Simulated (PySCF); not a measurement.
C3H12AlGeN, SMILES C[N]([GeH3])[Al]([CH3])[CH3], singlet, GFN2-xTB optimised geometry.

```
18

Ge     0.12     2.46     0.19
N     -0.65     0.82     0.00
C     -2.11     0.91    -0.16
Al     0.16    -0.80     0.00
C     -1.00    -2.42     0.01
C      2.15    -0.80     0.00
H     -0.49     3.17     1.38
H     -0.20     3.31    -1.02
H      1.59     2.31     0.36
H     -2.54    -0.10    -0.25
H     -2.57     1.40     0.71
H     -2.38     1.48    -1.05
H     -1.58    -2.55    -0.91
H     -1.72    -2.43     0.84
H     -0.38    -3.31     0.12
H      2.57    -0.39     0.92
H      2.57    -0.21    -0.82
H      2.55    -1.82    -0.10
```

Density from PBE0/def2-SVP in PySCF 2.14.0 at that geometry.

Minimum of the electron density along straight lines between bonded atoms, close to the bond critical point (lines longer than 1.1 times the sum of covalent radii, or with two minima, are not listed):

```csv
bond,length / Å,ρ at the minimum / e bohr⁻³,∇²ρ there / e bohr⁻⁵,position (fraction from the first atom)
Ge1–N2,1.826,0.141,___,0.47
N2–C3,1.465,0.259,___,0.60
N2–Al4,1.819,___,0.59,0.59
Al4–C5,1.991,0.079,0.30,0.40
Al4–C6,1.989,0.079,0.31,0.40
Ge1–H7,1.509,0.139,0.07,0.59
Ge1–H8,1.509,0.139,0.07,0.59
Ge1–H9,1.492,0.143,0.08,0.59
C3–H10,1.092,0.278,-1.04,0.63
C3–H11,1.096,0.276,-1.01,0.63
C3–H12,1.096,0.276,-1.01,0.63
C5–H13,1.095,0.264,-0.91,0.62
C5–H14,1.095,0.264,-0.91,0.62
C5–H15,1.094,0.265,-0.92,0.62
C6–H16,1.095,0.264,-0.90,0.62
C6–H17,1.095,0.264,-0.91,0.62
C6–H18,1.094,0.265,-0.91,0.62
```

**Question.** What belongs in the gaps?

**Answer.** 
- Ge1–N2, ∇²ρ there / e bohr⁻⁵: 0.41
- N2–C3, ∇²ρ there / e bohr⁻⁵: -0.68
- N2–Al4, ρ at the minimum / e bohr⁻³: 0.086
